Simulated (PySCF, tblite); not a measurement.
C8H7FO2.
Bonds: O1–C2 (double), C2–O3, C2–C4, C4–C5, C5–C6 (aromatic), C6–C7 (aromatic), C7–C8 (aromatic), C8–F9, C8–C10 (aromatic), C10–C11 (aromatic), C5–C11 (aromatic). Hydrogens: H12 on O3; H13, H14 on C4; H15 on C6; H16 on C7; H17 on C10; H18 on C11.

Structure optimised with GFN2-xTB, isolated species.

Q: List the bond lengths, angles and torsions at this level.

A: 
```tsv
bond	length (Å)	order
O1=C2	1.198	double
C2–O3	1.341	single
C2–C4	1.515	single
C4–C5	1.501	single
C5–C6, C5–C11	1.389	aromatic
C6–C7, C10–C11	1.383	aromatic
C7–C8, C8–C10	1.382	aromatic
C8–F9	1.350	single
O3–H12	0.970	single
C4–H13, C4–H14	1.092	single
C6–H15, C11–H18	1.080	single
C7–H16, C10–H17	1.078	single
```

Bonds in one row agree within 0.01 Å and their mean is given. Orders are formal, as drawn. A selection of angles:
```tsv
angle	degrees
O1–C2–O3	122.7
O1–C2–C4	126.3
O3–C2–C4	111.0
C2–O3–H12	110.4
C2–C4–C5	111.4
C2–C4–H13	107.4
C5–C4–H13	111.3
H13–C4–H14	107.7
C4–C5–C6	120.4
C6–C5–C11	119.2
C5–C6–C7	120.8
C5–C6–H15	119.7
C7–C6–H15	119.5
C6–C7–C8	118.7
C6–C7–H16	121.5
C8–C7–H16	119.9
C7–C8–F9	119.1
C7–C8–C10	121.8
```

Dihedral angles: O1–C2–C4–C5 0° (synperiplanar); C2–C4–C5–C6 -89° (synclinal); H12–O3–C2–O1 0° (synperiplanar).

The 2 C–O bonds span 1.198 Å (O1=C2, drawn double) to 1.341 Å (C2–O3, drawn single), a spread of 0.143 Å. Of the pairs four or more bonds apart, H13···H18 is among the closest relative to their van der Waals radii: 2.47 Å, 103 % of the sum of Bondi's values. The 8 C–C bonds span 1.382 Å (C8–C10, aromatic) to 1.515 Å (C2–C4, drawn single), a spread of 0.133 Å. The 6-membered ring C5–C6–C7–C8–C10–C11 has internal angles of 118.7° to 121.8° (sum 720°, against 720° for a flat polygon); it is planar, 0.00 Å rms from its mean plane, widest ring torsion 1°.

Point group: Cs (every atom within 0.08 Å of its image). GFN2-xTB frequencies show an imaginary mode (21i cm⁻¹), so the point is no minimum at that level. Torsions: O1–C2–O3–H 0°, O1–C2–C4–C5 0°, C2–C4–C5–C6 -89°.

These are computed values.
